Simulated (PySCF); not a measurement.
Ge(H)2(Br)(Me) (CH5BrGe), SMILES [GeH2]([CH3])[Br].

The structure is a stationary point at PBE0-D3(BJ)/def2-SVP.

All values below come from PBE0-D3(BJ)/def2-SVP run with PySCF.

Frequencies are harmonic and unscaled.

| mode | ν (cm⁻¹) | IR (km/mol) | Raman (Å⁴/amu) | depolarisation | moving atoms (share of kinetic energy) |
|---|---|---|---|---|---|
| 1 | 133 | 0.1 | 0.0 | – | H 98 % |
| 2 | 147 | 0.9 | 2.7 | 0.72 | C 44 %, H 26 %, Ge 16 %, Br 14 % |
| 3 | 303 | 28.0 | 6.1 | 0.22 | Ge 50 %, Br 48 % |
| 4 | 446 | 10.9 | 2.1 | 0.75 | H 94 % |
| 5 | 617 | 1.8 | 17.2 | 0.75 | H 98 % |
| 6 | 619 | 21.7 | 15.3 | 0.19 | C 64 %, H 20 %, Ge 17 % |
| 7 | 701 | 53.3 | 9.9 | 0.68 | H 93 % |
| 8 | 846 | 159.8 | 6.1 | 0.66 | H 84 %, C 14 % |
| 9 | 861 | 35.9 | 5.4 | 0.75 | H 80 %, C 18 % |
| 10 | 877 | 66.3 | 20.9 | 0.70 | H 98 % |
| 11 | 1256 | 8.0 | 2.4 | 0.02 | H 80 %, C 20 % |
| 12 | 1425 | 5.9 | 11.5 | 0.75 | H 96 % |
| 13 | 1432 | 3.6 | 9.4 | 0.73 | H 96 % |
| 14 | 2165 | 89.5 | 237.7 | 0.07 | H 99 % |
| 15 | 2170 | 118.9 | 104.8 | 0.75 | H 98 % |
| 16 | 3069 | 1.5 | 140.6 | 0.01 | H 97 % |
| 17 | 3182 | 0.5 | 94.7 | 0.75 | H 91 %, C 9 % |
| 18 | 3195 | 0.1 | 65.8 | 0.75 | H 90 %, C 10 % |
